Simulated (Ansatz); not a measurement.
def2 core potentials replace the inner electrons of Sn.

The numbers are results of frozen-core CCSD(T)/def2-TZVPP // PBE0-D3(BJ)/def2-SVP run with Ansatz (a quantum-chemistry and plane-wave program), not measurements.

Ansatz 0.2 input:
```yaml
crystal:
  periodic: [false, false, false]
  atoms:
    - { symbol: C, position_ang: [-1.249717, -0.143496, 0.041091] }
    - { symbol: Sn, position_ang: [0.8581, 0.09853, -0.028214] }
    - { symbol: Cl, position_ang: [1.848422, -1.313759, -1.601026] }
    - { symbol: Cl, position_ang: [1.468973, 2.27856, -0.59682] }
    - { symbol: Cl, position_ang: [1.859368, -0.370462, 2.027633] }
    - { symbol: H, position_ang: [-1.471682, -1.183711, 0.312401] }
    - { symbol: H, position_ang: [-1.654092, 0.544199, 0.795066] }
    - { symbol: H, position_ang: [-1.659372, 0.09014, -0.950131] }
basis:
  gaussian: { orbitals: def2-TZVPP }
correlation:
  method: ccsd_t
```

Output:

```
Functional definition: HF
1629 factors; integrals over basis functions are off by at most 9.7e-4 eV
mean field evaluation 1: about -44397.4866 eV, gradient 3.0e1 eV
mean field evaluation 2: about -44397.6772 eV, gradient 3.1e1 eV
mean field evaluation 4: about -44400.1411 eV, gradient 2.9e0 eV
mean field evaluation 8: about -44400.1827 eV, gradient 1.9e-1 eV
mean field evaluation 16: about -44399.3137 eV, gradient 1.7e1 eV
mean field -44400.18283349 eV, -1631.6766236060 hartree, gradient 5.6e-6 eV, S^2 0.000000; 0 other end points of the search recorded, 0 dependent functions left out
20 core orbitals not correlated
reference -44400.18283349 eV, -1631.6766236060 hartree; 21, 21 occupied and 208, 208 virtual orbitals, 1629 factors
second order -28.73765725 eV of doubles, -0.00000000 eV of singles
cycle   1  -29.35411760 eV  change   -6.2e-1 eV  update   1.1e-1
cycle   2  -29.97569585 eV  change   -6.2e-1 eV  update   2.9e-2
cycle   3  -30.09519080 eV  change   -1.2e-1 eV  update   1.5e-2
cycle   4  -30.08176340 eV  change    1.3e-2 eV  update   3.5e-3
cycle   5  -30.08000910 eV  change    1.8e-3 eV  update   1.3e-3
cycle   6  -30.08022285 eV  change   -2.1e-4 eV  update   3.2e-4
cycle   7  -30.08011409 eV  change    1.1e-4 eV  update   1.0e-4
cycle   8  -30.08011561 eV  change   -1.5e-6 eV  update   3.1e-5
perturbative correction -1.20934205 eV, -0.0444425006 hartree
Total energy: -44431.47229116 eV, -1632.8264899664 hartree
```

Cost: about 5 core-minutes (a rough figure).
